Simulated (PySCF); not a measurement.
CdCl2, SMILES [Cl][Cd][Cl].

Geometry: PBE-D3(BJ)/def2-TZVP. The isomer is the one that the SMILES or the coordinates give; other isomers of the formula were not compared. The def2 effective core potentials stand for the cores of Cd; spin–orbit coupling is left out.

Computed with CAM-B3LYP/def2-TZVPD (PySCF).

The molecule is in vacuum.

Estimate the frontier levels, gap, dipole moment and polarisability. (An estimate is asked for; the answer gives what the named calculation found.)


highest occupied level: -10.33 eV
lowest empty level: -1.44 eV
orbital gap: 8.89 eV
dipole moment: 0.00 D
quadrupole, principal values (traceless, Buckingham form, about the centre of nuclear charge): -13.94, 6.97, 6.97 D·Å
mean static polarisability: 57.5 bohr³ (8.52 Å³)
polarisability, principal values: 44.3, 44.3, 84.0 bohr³
